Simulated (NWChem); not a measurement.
System: BH₂S₂F; SMILES FB(S)S

Input file for NWChem:

```
start job
memory heap 200 mb stack 900 mb global 1100 mb
geometry units angstroms noautoz
  B      0.000000     0.000000    -0.368708
  F      0.000000     0.000000    -1.695823
  S      1.630443     0.000000     0.420044
  H      1.204542     0.000000     1.698672
  S     -1.630443     0.000000     0.420044
  H     -1.204542     0.000000     1.698672
end
basis spherical
  * library def2-svp
end
dft
  xc scan
  grid xfine
  iterations 150
  mulliken
end
task dft gradient
```

Output (shortened):

```
             Northwest Computational Chemistry Package (NWChem) 7.3.0
             --------------------------------------------------------

 C2V symmetry detected

                             Geometry "geometry" -> ""
                             -------------------------

 Output coordinates in angstroms (scale by  1.889725989 to convert to a.u.)

  No.       Tag          Charge          X              Y              Z
 ---- ---------------- ---------- -------------- -------------- --------------
    1 B                    5.0000     0.00000000     0.00000000    -0.36314144
    2 F                    9.0000     0.00000000     0.00000000    -1.69025644
    3 S                   16.0000     1.63044300     0.00000000     0.42561056
    4 H                    1.0000     1.20454200     0.00000000     1.70423856
    5 S                   16.0000    -1.63044300     0.00000000     0.42561056
    6 H                    1.0000    -1.20454200     0.00000000     1.70423856

 Effective nuclear repulsion energy (a.u.)     186.3741407932

      Symmetry information
      --------------------

 Group name             C2v
 Group number             16
 Group order               4
 No. of unique centers     4

                                 NWChem DFT Module
                                 -----------------

 Summary of "ao basis" -> "ao basis" (spherical)
 ------------------------------------------------------------------------------
       Tag                 Description            Shells   Functions and Types
 ---------------- ------------------------------  ------  ---------------------
 B                          def2-svp                 6       14   3s2p1d
 F                          def2-svp                 6       14   3s2p1d
 S                          def2-svp                 8       18   4s3p1d
 H                          def2-svp                 3        5   2s1p

      Symmetry analysis of basis
      --------------------------

        a1         31
        a2          8
        b1         23
        b2         12

            General Information
            -------------------
          SCF calculation type: DFT
          Wavefunction type:  closed shell.
          No. of atoms     :     6
          No. of electrons :    48
           Alpha electrons :    24
            Beta electrons :    24
          Charge           :     0
          Spin multiplicity:     1
          Use of symmetry is: on ; symmetry adaption is: on
          Maximum number of iterations: 150
          AO basis - number of functions:    74
                     number of shells:    34
          Convergence on energy requested:  1.00D-06
          Convergence on density requested:  1.00D-05
          Convergence on gradient requested:  5.00D-04

              XC Information
              --------------
                         SCAN Method XC Functional
                  SCAN metaGGA Exchange Functional  1.000
                        SCAN Correlation Potential  1.000

             Grid Information
             ----------------
          Grid used for XC integration:  xfine
          Radial quadrature: Mura-Knowles
          Angular quadrature: Lebedev.
          Tag              B.-S. Rad. Rad. Pts. Rad. Cut. Ang. Pts.
          ---              ---------- --------- --------- ---------
          B                   0.85      100           9.0      1454
          F                   0.50      100          10.0      1454
          S                   1.00      125          10.0      1454
          H                   0.35      100          10.0      1202
          Grid pruning is: on
          Number of quadrature shells:   425
          Spatial weights used:  Erf1

      Superposition of Atomic Density Guess
      -------------------------------------

 Sum of atomic energies:        -919.48970095

      Non-variational initial energy
      ------------------------------

 Total energy =    -920.695125
 1-e energy   =   -1642.199642
 2-e energy   =     535.130377
 HOMO         =      -0.312481
 LUMO         =       0.059008

      Symmetry analysis of molecular orbitals - initial
      -------------------------------------------------

  Numbering of irreducible representations:

     1 a1          2 a2          3 b1          4 b2

  Orbital symmetries:

     1 b1          2 a1          3 a1          4 a1          5 b1
     6 a1          7 a1          8 b1          9 a1         10 b1
    11 b2         12 a2         13 a1         14 a1         15 b1
    16 a1         17 b1         18 b2         19 a1         20 b1
    21 a1         22 b2         23 b1         24 a2         25 a1
    26 b2         27 b1         28 a1         29 a1         30 a1
    31 b1         32 b1         33 b2         34 b1

     ---------------------------------------------
      Total Density - Mulliken Population Analysis
     ---------------------------------------------

[...]

                         DFT ENERGY GRADIENTS

    atom               coordinates                        gradient
                 x          y          z           x          y          z
   1 B       0.000000   0.000000  -0.686238    0.000000   0.000000  -0.001224
   2 F       0.000000   0.000000  -3.194122    0.000000   0.000000   0.001567
   3 S       3.081091   0.000000   0.804287   -0.000902   0.000000   0.000236
   4 H       2.276254   0.000000   3.220544    0.000186   0.000000  -0.000407
   5 S      -3.081091   0.000000   0.804287    0.000902   0.000000   0.000236
   6 H      -2.276254   0.000000   3.220544   -0.000186   0.000000  -0.000407
```

Level: SCAN/def2-SVP. The geometry was optimised at PBE0/def2-SVP.
